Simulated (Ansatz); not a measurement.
Start from `OB(F)S[SiH3]` and change one atom or group to get `OBS[SiH3]`.

Ansatz, PBE0-D4/def2-TZVP geometries, multiplicity 1. Each molecule was computed in one conformer, which needn't be the lowest.

```
                                      property  `OB(F)S[SiH3]`
            LUMO energy (PBE0/def2-TZVPP) / eV            0.10
           HOMO energy (B3LYP/def2-TZVPP) / eV           -7.55
         LUMO energy (ωB97M-V/def2-TZVPP) / eV            1.65
         HOMO–LUMO gap (B3LYP/def2-TZVPP) / eV            7.40
size of the dipole moment (PBE/def2-TZVPP) / D            1.85
           HOMO–LUMO gap (PBE/def2-TZVPP) / eV            5.83
```

**Question.** Give the same properties after the change, and the shifts. (Estimate.)

**Answer.** Computed: 
| property | `OBS[SiH3]` | shift |
| --- | --- | --- |
| LUMO energy (PBE0/def2-TZVPP) / eV | -0.33 | -0.43 |
| HOMO energy (B3LYP/def2-TZVPP) / eV | -7.64 | -0.09 |
| LUMO energy (ωB97M-V/def2-TZVPP) / eV | 1.62 | -0.03 |
| HOMO–LUMO gap (B3LYP/def2-TZVPP) / eV | 7.12 | -0.28 |
| size of the dipole moment (PBE/def2-TZVPP) / D | 1.96 | 0.11 |
| HOMO–LUMO gap (PBE/def2-TZVPP) / eV | 5.42 | -0.41 |

With PBE0 the HOMO falls by 0.09 eV and the LUMO falls by 0.43 eV, so the gap narrows by about 0.34 eV. PBE moves the HOMO by -0.12 eV and ωB97M-V by -0.09 eV. Dipoles are sizes alone; their direction can turn.

B3LYP here is the variant with VWN-RPA as its local correlation; programs differ in this.
